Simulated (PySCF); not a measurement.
# Computed data sheet: `[H]/N=C\c1ccc(F)cn1`

C₆H₅FN₂.
Z-matrix (Å and degrees, GFN2-xTB geometry), rows numbered from 1:
```
N 
C   1  1.2561
C   2  1.4734  1  126.26
C   3  1.3961  2  121.57  1  -179.84
C   4  1.3834  3  118.93  2  -179.97
C   5  1.3855  4  117.48  3    -0.06
F   6  1.3430  5  119.93  4  -179.92
C   6  1.3895  5  120.21  4     0.07
N   8  1.3142  6  121.75  5    -0.05
H   1  1.0212  2  113.03  3     0.01
H   2  1.0865  1  117.66  3   179.90
H   4  1.0794  3  120.33  2    -0.02
H   5  1.0792  4  122.14  3   179.92
H   8  1.0810  6  121.16  5  -179.95
```

Some functional groups and rings: imine, pyridine-type ring nitrogen and C–F bond.

From GFN2-xTB geometry:

```yaml
Point_group_of_the_GFN2-xTB_geometry: Cs
Rotational_constants_A_B_C_of_the_GFN2-xTB_geometry: 5.147, 1.028, 0.857 GHz
```

**PBE0/pcSseg-1 ground state and GIAO shieldings, non-relativistic (PySCF)**

```yaml
Dipole_moment: 3.19 D
HOMO_energy: -7.62 eV
LUMO_energy: -1.86 eV
HOMO–LUMO_gap: 5.76 eV
Lowest_Hirshfeld_atomic_charge: -0.22 e on N1
Highest_Hirshfeld_atomic_charge: +0.10 e on H10
13C_chemical_shifts_computed_TMS_as_zero_by_class: 169.5 (C6), 166.9 (C2), 150.0 (C3), 144.5 (C8), 130.7 (C5), 130.1 (C4) ppm
1H_chemical_shifts_computed_TMS_as_zero_by_class: 13.20 (H10), 8.91 (H14), 8.51 (H11), 7.77 (H13), 7.45 (H12) ppm
Isotropic_shieldings_of_nuclei_other_than_C_and_H_by_class: -100 (N1), -86 (N9), 299 (F7) ppm
Mayer_bond_orders_between_heavy_atoms: N1–C2 2.08, C2–C3 1.00, C3–C4 1.28, C4–C5 1.41, C5–C6 1.42, C6–F7 0.92, C6–C8 1.34, C8–N9 1.51, N9–C3 1.46
```

Monoisotopic mass from the formula: 124.0437 u.

 With B = h/(8π²I), that is 505.379 GHz u Å² over I, the principal moments of inertia are 98.2, 491.8 and 590.0 u Å² (most abundant isotopes). The dipole equals about 10.7 × 10⁻³⁰ C·m (1 D = 3.33564 × 10⁻³⁰ C·m). The rotational constants make it an asymmetric top with κ = (2B − A − C)/(A − C) = -0.92, nearer the prolate limit (−1).

Isolated species at its GFN2-xTB geometry (one conformer only).
